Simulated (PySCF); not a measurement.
# Electron correlation in W (tungsten, neutral)

[Xe] 4f14 5d4 6s1 6p1, one real determinant (an excited configuration). Computed with PySCF 2.14 in x2c-TZVPPall with one added diffuse shell each of s, p, d, f type (12s8p8d4f1g, 113 functions), with scalar relativity by spin-free X2C-1e. Frozen: [Xe] 4f14; 6 electrons correlated.

| level | correlation energy (mhartree) |
| --- | --- |
| CCSD | -60.83 |
| (T) | -1.65 |
| CCSD(T) | -62.48 |

Diagnostics: T1 = 0.016, D1 = 0.0515, largest double amplitude 0.069.

The real determinant used has ⟨L²⟩ near 8 against 12 for a pure F term, so it mixes terms. Spin-orbit coupling, absent here, splits the open shell strongly.

Cost of the coupled-cluster step: about 23 core-seconds, for 6 correlated electrons.

The reference is one real determinant that mixes LS terms of this configuration.
